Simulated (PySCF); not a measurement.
Geometry (Å), atoms numbered from 1 in this order:
```xyz
5

Mn    0.0211    0.0398    0.0150
O    -0.0533    0.1412    1.5430
O     1.4789   -0.0004   -0.4551
O    -0.7140    1.2153   -0.6365
F    -0.7326   -1.3959   -0.4664
```

Geometry: PBE0-D3(BJ)/def2-SVP; GIAO absolute shieldings from PySCF, gas phase, non-relativistic, averaged over equivalent atoms.

At PBE0/pcSseg-1 (pcSseg-2 on Mn) (141 basis functions, 11 s wall time on 1 thread of an x86-64 server CPU, shared host):
```tsv
atoms	σ (ppm)
Mn1	-4514.9
O2/O3/O4	-1490.4
F5	171.5
```

Estimate the result of repeating the calculation with PBE/pcSseg-1 (pcSseg-2 on Mn).

## Answers


```
   atoms  σ at PBE/pcSseg-1 (pcSseg-2 on Mn)   change
     Mn1                             -3292.0  +1222.9
O2/O3/O4                             -1017.3   +473.1
      F5                                59.1   -112.4
```

The largest change is at Mn1 (Mn bonded to F, 3 O). Cost: 141 basis functions, 16 s wall time on 1 thread of an x86-64 server CPU, shared host.
